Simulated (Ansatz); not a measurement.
`CC[Se]C` + `C[SiH2]O` → `CCO[SiH2]C` + `C[SeH]`  (substitution at a C–Se bond)

Isolated molecules relaxed with PBE0-D4/def2-TZVP in Ansatz; ΔE leaves out vibrations. CCSD(T)/CBS is the MP2 limit (def2-TZVPP, def2-QZVPP) plus CCSD(T) − MP2 in def2-TZVPP, frozen cores. This one scheme is used for every species. Functionals use def2-TZVPP. B3LYP here is the variant with VWN-RPA as its local correlation; programs differ in this. For Se outer-core shells are correlated without core-valence functions, which leaves a few kJ/mol of doubt a bond. Scalar relativity is left out up to krypton. One conformer a species, not always the lowest.

Task: Is it downhill or uphill in electronic energy at CCSD(T)/CBS, and by how much? (An estimate is asked.)

Result: Ansatz gave: Uphill: ΔE = +10.9 kcal/mol.

Task: What do these levels give: PBE-D4, PBE0-D4, B3LYP-D4, ωB97M-V, r2SCAN, PBE0, MP2/def2-TZVPP, CCSD/def2-TZVPP, CCSD(T)/def2-TZVPP, HF/def2-QZVPP, MP2/def2-QZVPP, HF/CBS(def2)? (An estimate is asked.)

Result: Ansatz gave: PBE-D4 9.7, PBE0-D4 9.5, B3LYP-D4 8.4, ωB97M-V 9.2, r2SCAN 9.4, PBE0 9.5, MP2/def2-TZVPP 12.5, CCSD/def2-TZVPP 9.6, CCSD(T)/def2-TZVPP 10.1, HF/def2-QZVPP 6.4, MP2/def2-QZVPP 12.9, HF/CBS(def2) 6.4 kcal/mol.

Largest T1 diagnostic among the species: 0.010.

In def2-TZVPP, CCSD(T) changes the Hartree–Fock value by +3.6 kcal/mol (the triples alone add +0.5 kcal/mol) and MP2 by +6.0 kcal/mol.
